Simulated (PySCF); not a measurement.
C3H5ClGeO, SMILES C=[C](Cl)[GeH2][CH]=O.

Geometry: B3LYP-D3(BJ)/def2-SVP. The structure was generated by enumeration, and PubChem lists no compound with its InChIKey, so it may never have been made. The values are those of a single conformer.

These are PBE/def2-TZVP (PySCF) values and carry that method's errors.

The molecule is in vacuum.

```json
{
 "total_energy": "-2729.05449 hartree",
 "highest_occupied_level": "-5.72 eV",
 "lowest_empty_level": "-2.83 eV",
 "orbital_gap": "2.89 eV",
 "dipole_moment": "1.95 D",
 "quadrupole, principal values (traceless, Buckingham form, about the centre of nuclear charge)": "-10.82, 3.16, 7.66 D·Å",
 "mean_static_polarisability": "85.6 bohr³ (12.68 Å³)",
 "polarisability_principal_values": "64.9, 88.9, 102.9 bohr³"
}
```
